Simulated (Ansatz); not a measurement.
Cost and result for the atomization energy of ClFH5NO2Si2 (`O[Si](O)(F)N[SiH2]Cl`) (12 atoms, 11 bonds).

```json
{"atom": "O1", "x (Å)": "1.083", "y (Å)": "-2.127", "z (Å)": "-0.763"}
{"atom": "Si2", "x (Å)": "-0.009", "y (Å)": "-1.106", "z (Å)": "-0.142"}
{"atom": "O3", "x (Å)": "-0.536", "y (Å)": "-1.778", "z (Å)": "1.244"}
{"atom": "F4", "x (Å)": "-1.254", "y (Å)": "-0.890", "z (Å)": "-1.109"}
{"atom": "N5", "x (Å)": "0.687", "y (Å)": "0.445", "z (Å)": "-0.002"}
{"atom": "Si6", "x (Å)": "-0.050", "y (Å)": "1.966", "z (Å)": "-0.287"}
{"atom": "Cl7", "x (Å)": "-1.509", "y (Å)": "2.377", "z (Å)": "1.120"}
{"atom": "H8", "x (Å)": "0.987", "y (Å)": "-3.056", "z (Å)": "-0.547"}
{"atom": "H9", "x (Å)": "-1.220", "y (Å)": "-1.318", "z (Å)": "1.734"}
{"atom": "H10", "x (Å)": "1.563", "y (Å)": "0.481", "z (Å)": "0.502"}
{"atom": "H11", "x (Å)": "0.986", "y (Å)": "3.013", "z (Å)": "-0.155"}
{"atom": "H12", "x (Å)": "-0.729", "y (Å)": "1.993", "z (Å)": "-1.595"}
```

Charge 0, multiplicity 1. All single points use the PBE0-D4/def2-TZVP geometry. It is one conformer, not always the lowest. Program: Ansatz. All runs use 2 threads of an AMD EPYC 7R13 on a shared host and a share of an NVIDIA H100 80 GB. Times are those of one run each, without the atoms' runs, and a repeat can differ threefold. Electronic energies, without spin–orbit coupling; frozen cores. CCSD(T)/CBS adds CCSD(T) − MP2 in def2-TZVPP to the MP2 limit, and its time is that of the two runs behind it. T1 = 0.011. B3LYP takes the VWN-RPA correlation (the form of Gaussian; ORCA's B3LYP/G).

CCSD(T)/CBS is a level of theory with its own doubt, some kJ/mol a heavy atom from the limit and from the frozen cores, so smaller differences don't rank the functionals.

```
                             level  functions  wall time
r2SCAN-D4/def2-TZVPP (with forces)        320        4 s
                PBE0-D4/def2-TZVPP        320      4.1 s
   PBE-D4/def2-TZVPP (with forces)        320      4.4 s
                    MP2/def2-QZVPP        588      4.6 s
                 B2PLYP/def2-TZVPP        320      4.9 s
 B3LYP-D4/def2-TZVPP (with forces)        320        6 s
                ωB97X-V/def2-TZVPP        320      6.5 s
                CCSD(T)/def2-TZVPP        320        8 s
  ωB97M-V/def2-TZVPP (with forces)        320      8.5 s
                 CCSD(T)/CBS(def2)          –       13 s
```

(1) What atomization energy does each give, and how far from CCSD(T)/CBS? (Best estimate.)

## Answers

(1) The calculation gave: 
```
                             level  atomization (kcal/mol)  difference from CCSD(T)/CBS  per bond
r2SCAN-D4/def2-TZVPP (with forces)                  1114.6                         -7.0      -0.6
                PBE0-D4/def2-TZVPP                  1101.3                        -20.3      -1.8
   PBE-D4/def2-TZVPP (with forces)                  1123.7                          2.1       0.2
                    MP2/def2-QZVPP                  1139.5                         17.9       1.6
                 B2PLYP/def2-TZVPP                  1099.7                        -21.9      -2.0
 B3LYP-D4/def2-TZVPP (with forces)                  1107.7                        -13.9      -1.3
                ωB97X-V/def2-TZVPP                  1119.5                         -2.1      -0.2
                CCSD(T)/def2-TZVPP                  1082.9                        -38.7      -3.5
  ωB97M-V/def2-TZVPP (with forces)                  1120.3                         -1.3      -0.1
                 CCSD(T)/CBS(def2)                  1121.6                          0.0       0.0
```

From PBE to PBE0 (25 % exact exchange), in def2-TZVPP and without D4, the atomization energy moves by −21.2 kcal/mol: exact exchange takes away binding that semilocal exchange gives to molecules. The D4 term adds +13.4 kcal/mol with B3LYP and +7.1 kcal/mol with PBE0; it sums over pairs of atoms, weighted by their polarisabilities, and B3LYP, whose exchange is more repulsive, gets the larger term. In def2-TZVPP, CCSD(T) changes the Hartree–Fock value by +286.3 kcal/mol (the triples alone add +17.5 kcal/mol) and MP2 by +319.4 kcal/mol; breaking electron pairs costs correlation energy, which Hartree–Fock lacks.
